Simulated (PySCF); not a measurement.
Potential energy curve for BO, doublet.

Computed with: UHF/cc-pVDZ (PySCF); NEVPT2 = SC-NEVPT2 on CASSCF(9,8)/cc-pVDZ, all electrons correlated (PySCF); ROKS-BHandHLYP = restricted open-shell BHandHLYP/cc-pVDZ run with PySCF 2.14.0; ROKS-PBE = restricted open-shell PBE/cc-pVDZ run with PySCF; UCCSD = CCSD on UHF/cc-pVDZ, 2 core orbitals frozen run with PySCF.

Energies are in kJ/mol, each relative to the lowest point of its own curve near equilibrium.

| R / Å | UHF | NEVPT2 | ROKS-BHandHLYP | ROKS-PBE | UCCSD |
|---|---|---|---|---|---|
| 0.97 | 374.0 | 442.3 | 383.8 | 435.2 | 431.6 |
| 1.02 | 195.2 | 249.2 | 204.4 | 245.6 | 240.3 |
| 1.09 | 54.6 | 88.2 | 61.4 | 87.3 | 82.2 |
| 1.12 | 23.5 | 48.1 | 28.7 | 47.8 | 43.5 |
| 1.17 | 0.2 | 9.7 | 2.4 | 9.8 | 7.7 |
| 1.20 | 0.0 | 0.2 | 0.0 | 0.4 | 0.0 |
| 1.24 | 12.1 | 0.0 | 9.0 | 0.0 | 2.2 |
| 1.28 | 35.3 | 10.9 | 28.9 | 10.5 | 15.6 |
| 1.34 | 85.0 | 42.4 | 73.5 | 41.3 | 51.3 |
| 1.39 | 135.7 | 78.2 | 119.8 | 76.5 | 90.9 |

At the longest distance, 1.39 Å, UHF lies highest above its minimum (135.7 kJ/mol) and ROKS-PBE lowest (76.5 kJ/mol).

The scan ran from 0.97 to 4.82 Å; beyond the distances shown one of the unrestricted levels run for this scan, shown here or not, changes its spin distribution in one step. The unrestricted determinant behind UHF, UCCSD is spin-contaminated at 1.34 to 1.39 Å (<S²> up to 0.9, against 0.75 for a pure doublet).
